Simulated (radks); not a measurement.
The numbers below are computed, except where a source is named.
Q: Numerical settings for the hafnium ion Hf2+, [Xe] 4f14 5d2. Level of theory: Dirac Kohn-Sham, BLYP, spin-unpolarised, spherical densities, finite nucleus; open shells fill j = l - 1/2 first; Fermi nuclear charge, rms radius 5.347 fm (a radial shooting solver on a logarithmic mesh with Libxc functionals). The defaults (mesh step 0.008 in ln r, mesh end at 40 bohr or more with all orbitals vanishing there, Anderson mixing 0.5 over 9 steps, residual threshold near 1e-9 with the energy settled to 1e-9 hartree or 1e-11 of itself, here a cap of 72 iterations) give E = -15095.7488 hartree and 5d3/2 at -16.915 eV in 17 iterations. Run on one thread of a shared host, so times are rough (Intel(R) Xeon(R) 6975P-C): 0.14 s of CPU time, 0.14 s wall, 17 iterations on 2254 mesh points. One setting is changed at a time: mesh step in ln r 0.03; mesh step in ln r 0.005; mesh step in ln r 0.2; mesh end (bohr) 5; mesh end (bohr) 20; residual threshold 1e-16; residual threshold 1e-13; mixing 1.5; linear mixing, mixing 0.05; linear mixing, mixing 1; mixing history 3; iteration cap 2. Which runs fail to converge, and which converge to a wrong energy?

A: Not converged within the cap: mesh step in ln r 0.2; residual threshold 1e-16; linear mixing, mixing 0.05; linear mixing, mixing 1; iteration cap 2. Settings that end as converged yet miss the energy by more than 1 mhartree: mesh end (bohr) 5 (+0.02 hartree).
